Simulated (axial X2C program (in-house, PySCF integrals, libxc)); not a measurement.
Which molecule has these constants?

Calculated with an in-house relativistic program for diatomic molecules, spin-free (one-electron X2C) or two-component (2c: spin–orbit coupling with atomic mean-field Coulomb and Gaunt terms, which also bring small scalar terms), in Dyall basis sets with cores contracted in-house; open shells are unrestricted.

A two-component PBE0 calculation in a Dyall 3-zeta basis gave Re = 3.769 Å, ωe = 82.5 cm⁻¹, De = 0.23 eV, Ω = 2.

**Question.** Which molecule is it?
A. RbSi⁺
B. AgSi⁺
C. InSi⁺
D. SiI⁺
E. PdSi⁺

**Answer.** A. The others have AgSi⁺ 2.380 Å and 293.8 cm⁻¹ (Ω = 0); InSi⁺ 3.076 Å and 131.7 cm⁻¹ (Ω = 2); PdSi⁺ 2.100 Å and 461.7 cm⁻¹ (Ω = 1/2); SiI⁺ 2.327 Å and 449.5 cm⁻¹ (Ω = 0).

Each entry is the lowest single determinant of a limited PBE0 search at one distance. De goes to single-determinant-based atoms at the same level (for ions the charge split of lowest energy) and is withheld (n/a) where an atom does not fit its ground term or J level. Main or longest-lived isotopes. One determinant is a doubtful description, or other states lie close, for RbSi⁺, AgSi⁺, InSi⁺; these need not be ground states, and all values refer to the states named. Some open-shell Ω = 0 determinants are out of reach, so the Ω given for RbSi⁺, InSi⁺ need not be the lowest component. With several unpaired electrons the Ω given is that of one determinant, not necessarily of the lowest component. Some light 2c atoms are not at their ground J level, so De misses part of their lowering (0.04 eV or less). The functionals have no current term, which raises determinants with orbital currents. Where the atoms have a lower orbital projection than the molecule, De at mean-field level may be about a tenth of an eV too small.
